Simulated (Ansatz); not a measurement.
Complex (SMILES): O (H2O) with FCl (F-Cl), atoms 1 to 3 the first; geometry from B3LYP-D3(BJ)/def2-TZVP, monomers rigid:
```xyz
5

O     -0.2891    -0.2900    -0.2583
H     -0.6031     0.5726     0.0378
H      0.6165    -0.1532    -0.5610
F      0.0906    -2.5011     3.1950
Cl    -0.0773    -1.6206     1.7858
```

The counterpoise-corrected interaction energy at MP2 with Ansatz (a first-principles code), in kcal/mol, split into its Hartree-Fock and correlation parts. Cores are frozen. No added dispersion term, no relativity. Functions are those of the species that has most.

```tsv
basis	X	functions	Hartree-Fock	MP2
aug-cc-pV(D+d)Z	2	96	-2.51	-4.71
aug-cc-pV(T+d)Z	3	193	-2.24	-5.41
aug-cc-pV(Q+d)Z	4	341	-2.31	-5.83
```

Worked estimate of the basis-set limit from each neighbouring pair, with Hartree-Fock from the larger set and the correlation part extrapolated as X^-3.
Correlation parts: X = 2: -2.20, X = 3: -3.17, X = 4: -3.52.
- (2,3): (27·(-3.17) - 8·(-2.20))/19 = -3.58; with Hartree-Fock -2.24 the estimate is -5.82 kcal/mol.
- (3,4): (64·(-3.52) - 27·(-3.17))/37 = -3.78; with Hartree-Fock -2.31 the estimate is -6.09 kcal/mol.
The last two estimates differ by 0.27 kcal/mol; the largest set lies 0.26 from the last. Over the last step Hartree-Fock moves by -0.07 and the correlation part by -0.35.
